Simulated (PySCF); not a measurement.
Electron correlation in Sb (antimony, neutral)

[Kr] 4d10 5s2 5p3, high-spin 4S determinant. All numbers are calculated (PySCF 2.14, scalar relativity through the core potential, in aug-cc-pwCVTZ-PP with ECP28MDF (8s7p6d4f1g, 96 functions)). Frozen: 4s2 4p6 4d10; 5 electrons correlated.

```
  level  correlation energy (mhartree)
   CCSD                         -75.41
    (T)                          -2.75
CCSD(T)                         -78.16
```

Diagnostics: T1 = 0.0037, D1 = 0.0101, largest double amplitude 0.036.

Q: Is a single reference adequate?

A: Yes, within this model without spin-orbit coupling: T1 lies below 0.03 and no double amplitude reaches 0.07.
